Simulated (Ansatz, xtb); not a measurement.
# CH6ClGaSi: which of two conformers lies lower

We compare X, `C[SiH2][GaH][Cl]`, a singlet, with Y, `C[SiH2][GaH][Cl]`, a singlet. Both are isolated molecules in the gas phase, relaxed with BLYP-D3(BJ)/def2-SVP.

X (Å):

```xyz
10

C     1.0585    0.5691    1.4661
Cl    0.4294   -1.8322   -1.5455
Ga   -0.7921   -2.2059    0.2607
Si   -0.4573   -0.4768    1.9354
H     1.9779   -0.0488    1.4903
H     1.1886    1.4215    2.1627
H     0.9458    0.9619    0.4365
H    -0.2950   -1.0990    3.2958
H    -1.7018    0.3700    1.9795
H    -1.6677   -3.5192    0.1234
```

Y (Å):

```xyz
10

C     2.5986    0.5543    0.1048
Cl   -2.3513   -1.5799    1.4600
Ga   -0.7314   -0.8775    0.1390
Si    1.2567   -0.0875    1.2946
H     2.9243   -0.2429   -0.5930
H     3.4871    0.9013    0.6704
H     2.2208    1.4043   -0.4981
H     0.8348    0.9986    2.2456
H     1.7890   -1.2287    2.1176
H    -1.1239   -1.0021   -1.3936
```

Estimate E(Y) − E(X) at the level CCSD(T)/def2-SVP + ΔMP2/def2-TZVPP.

Too close to call at this level: CCSD(T)/def2-SVP + ΔMP2/def2-TZVPP gives E(Y) − E(X) = +0.64 kcal/mol.

Level by level:

| level | geometry | E(Y) − E(X) (kcal/mol) | departure from the last row (kcal/mol) | job, with rough time for the two |
| --- | --- | --- | --- | --- |
| BLYP-D3(BJ)/def2-SVP | BLYP-D3(BJ)/def2-SVP | +0.89 | +0.25 | optimisation, 68 s |
| HF/def2-SVP | BLYP-D3(BJ)/def2-SVP | +0.23 | −0.42 | part of the CCSD(T) run |
| MP2/def2-SVP | BLYP-D3(BJ)/def2-SVP | +0.52 | −0.12 | part of the CCSD(T) run |
| CCSD(T)/def2-SVP | BLYP-D3(BJ)/def2-SVP | +0.45 | −0.20 | single point |
| CCSD(T)/def2-SVP + ΔMP2/def2-TZVPP | BLYP-D3(BJ)/def2-SVP | +0.64 |  | single point, 38 s |

The largest departure from CCSD(T)/def2-SVP + ΔMP2/def2-TZVPP is that of HF/def2-SVP, 0.42 kcal/mol. Levels run at GFN2-xTB geometries aren't shown. The last row adds to CCSD(T) the change of the MP2 difference between the two basis sets, here +0.20 kcal/mol.

With harmonic frequencies from BLYP-D3(BJ)/def2-SVP (ideal gas, rigid rotor, one conformer each, 298.15 K, 1 atm): on the last row, ΔE + ΔZPE = +0.60 kcal/mol. A mode under 50 cm⁻¹ makes harmonic enthalpies and free energies unreliable, so none is given.

The correlated steps freeze 20 core orbitals; the filled d shell of Ga is correlated, in a basis made for valence electrons. Codes used: Ansatz 0.2.0; the last row on 2 threads of Intel(R) Xeon(R) Platinum 8259CL CPU @ 2.50GHz (Skylake/Cascade Lake) on a shared host.
